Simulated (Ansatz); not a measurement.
Frontier orbitals of C$_{2}$H$_{5}$Cl$_{2}$Ga, SMILES `C[CH2][Ga]([Cl])[Cl]`.

Z-matrix (Å, degrees):
```
C
C 1 1.522
H 1 1.092 2 111.8
H 1 1.092 2 111.8 3 -120.0
H 1 1.093 2 110.8 3 120.0
Ga 2 1.956 1 114.4 3 60.0
H 2 1.094 1 111.7 3 -60.8
H 2 1.094 1 111.7 3 -179.2
Cl 6 2.140 2 123.5 1 -180.0
Cl 6 2.142 2 122.5 1 -0.0
```

Charge 0, multiplicity 1. Correlated methods include outer-core shells of Ga, which these sets cover unevenly. Scalar relativity is left out up to krypton. The geometry is a stationary point of PBE0-D4/def2-TZVP. It is one conformer, not always the lowest. Basis def2-TZVPP, the Gaussian-basis code of Ansatz.

| functional | HOMO (eV) | LUMO (eV) | gap (eV) |
| --- | --- | --- | --- |
| LDA (SPW92) | -7.32 | -2.25 | 5.07 |
| PBE | -7.16 | -1.95 | 5.21 |
| PBE0 | -8.41 | -1.17 | 7.24 |
| ωB97M-V | -10.56 | 0.56 | 11.12 |

Against PBE, PBE0 changes HOMO and LUMO by −1.25 and +0.79 eV, ωB97M-V by −3.40 and +2.51 eV. A gap of 5.21 eV thus becomes 11.12 eV for the same molecule, so an orbital gap means little without its functional. A positive LUMO is unbound and depends on the basis.
